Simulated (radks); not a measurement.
Question: The europium ion Eu2+, configuration [Xe] 4f6.75 5f0.25 (fractional occupations, a model configuration). Method: scalar-relativistic Kohn-Sham, PBE, spin-polarised, spherical densities, finite nucleus; open shells are filled with parallel spins first (spin-orbit coupling, left out, can overturn this in heavy ions); Fermi nuclear charge, rms radius 5.1115 fm; computed with a radial shooting solver on a logarithmic mesh with Libxc functionals. Some entries of the table are withheld. Estimate them.

orbital,occ.,eigenvalue (hartree),<r> (bohr)
1s down,1,-1777.868,0.02232
1s up,1,-1777.868,0.02232
2s up,1,-292.4332,0.09512
2s down,1,-292.4319,0.09512
2p up,3,-260.6297,0.08389
2p down,3,-260.6288,0.08389
3s up,1,-64.83368,0.2497
3s down,1,-64.75058,0.2495
3p up,3,-54.93353,0.2481
3p down,3,-54.85085,0.2479
3d up,5,-41.68411,0.2261
3d down,5,-41.62070,0.2258
4s up,1,-13.41784,0.5662
4s down,1,-13.21538,0.5660
4p up,3,-10.16124,0.5995
4p down,3,-9.95928,0.5994
4d up,5,-5.62288,0.6539
4d down,5,-5.42179,0.6546
5s up,1,-2.26614,1.365
5s down,1,-2.15371,1.388
5p up,3,-1.47798,1.590
5p down,3,-1.39408,1.626
4f up,6.75,(1),0.9172
4f down,0,(2),0.9843
5d up,0,(3),2.415
6s up,0,-0.56203,3.460
6s down,0,-0.53152,3.465
5d down,0,(4),2.485
6p up,0,-0.40925,4.274
5f up,0.25,-0.18931,6.723

Answer: 
(1) 4f up eigenvalue (hartree): -0.75401
(2) 4f down eigenvalue (hartree): -0.57863
(3) 5d up eigenvalue (hartree): -0.57034
(4) 5d down eigenvalue (hartree): -0.53079
